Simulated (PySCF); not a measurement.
**Working out the ionisation energy of Ge⁺**

Ge⁺ [Ar] 3d10 4s2 4p1 (2P) → Ge²⁺ [Ar] 3d10 4s2 (1S). Computed with PySCF 2.14 in x2c-SVPall, with the spin-free X2C one-electron Hamiltonian (Gaussian nucleus). Frozen: [Ar] 3d10. Energies in hartree (1 hartree = 27.21139 eV):

```
            part   Ge⁺ (lower)  Ge²⁺ (upper)
             UHF  -2096.413261  -2095.853375
CCSD correlation     -0.046882     -0.038385
             (T)     -0.000486      0.000000
```

What does Hartree-Fock give?

(-2095.853375) − (-2096.413261) = 0.559886 hartree = 15.235 eV.

What do CCSD and CCSD(T) give?

The CCSD correlation energies differ by 0.008497 hartree = 0.231 eV and the triples by 0.000486 hartree = 0.013 eV, so CCSD gives 15.466 eV and CCSD(T) 15.479 eV.

Measured between the centres of the two terms (NIST): 15.789 eV, so CCSD(T) (valence) is off by -0.310 eV.

A double-zeta basis recovers only part of the correlation energy.

What remains against the reference includes basis incompleteness, the frozen core and higher excitations.
